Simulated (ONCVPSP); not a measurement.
**tin (Sn) ONCV: all-electron and pseudo phase curves**

tin, optimised norm-conserving Vanderbilt (ONCV), made with ONCVPSP 4.0.1 (PBE, scalar-relativistic). Core [Kr], reference 4d10 5s1.5 5p2.5. Waves: 5s: rc 1.85 bohr, ncon 4, nbas 8, qcut 2.7 1/bohr, 2 projectors, debl 2.5 Ha; 5p: rc 2.15 bohr, ncon 4, nbas 8, qcut 3.3 1/bohr, 2 projectors, debl 2.6 Ha; 4d: rc 1.00 bohr, ncon 3, nbas 7, qcut 9.5 1/bohr, 1 projector. Local part: polynomial inside 0.85 bohr (lpopt 5, dvloc0 0 Ha). Core correction: Teter function, fcfact 2, rcfact 1.3.

The phase is arctan(r·R′/R) of the radial function R(r), unwrapped; energies in Ha, scanned from -2 to 5 Ha. A pole is an energy at which the radial function vanishes at the test radius. The pseudo phase is shifted by a multiple of π to meet the all-electron one at the reference energy, and phase errors are pseudo minus all-electron; the curves can meet again beyond the range given. Levels narrower than the energy grid can be missing from the lists of poles.

```json
{"channel": "s", "radius (bohr)": "1.88", "reference energy (Ha)": "-0.40", "poles, all-electron": "2.47", "poles, pseudo": "2.47, 3.80", "unbroken range about the reference energy with phases within 0.05 rad": "below 3.4", "phase error 1 Ha above the reference energy (rad)": "-0.001"}
{"channel": "p", "radius (bohr)": "2.18", "reference energy (Ha)": "-0.15", "poles, all-electron": "1.96", "poles, pseudo": "1.95", "unbroken range about the reference energy with phases within 0.05 rad": "below 3.8", "phase error 1 Ha above the reference energy (rad)": "-0.001"}
{"channel": "d", "radius (bohr)": "1.01", "reference energy (Ha)": "-0.98", "poles, all-electron": "4.36", "poles, pseudo": "4.13", "unbroken range about the reference energy with phases within 0.05 rad": "the whole range", "phase error 1 Ha above the reference energy (rad)": "-0.001"}
```

Note: ghosts flagged at negative energy: s at -278.5 eV, p at -104.2 eV; GHOST(+) flagged for s at 100.2 eV. A true bound ghost makes a file unfit for plane-wave use.

Phases in the p channel:

```tsv
E (Ha)	all-electron	pseudo
-1.98	1.230	1.222
-1.62	1.164	1.158
-1.26	1.059	1.054
-0.90	0.866	0.862
-0.54	0.441	0.439
-0.18	-0.360	-0.360
0.18	-0.969	-0.969
0.54	-1.242	-1.243
0.90	-1.381	-1.382
1.26	-1.466	-1.467
1.62	-1.526	-1.527
1.98	-1.574	-1.574
2.34	-1.617	-1.617
2.70	-1.661	-1.661
3.06	-1.711	-1.713
3.42	-1.777	-1.786
3.78	-1.881	-1.920
4.14	-2.090	-2.305
4.50	-2.667	-3.690
4.86	-3.745	-4.362
```
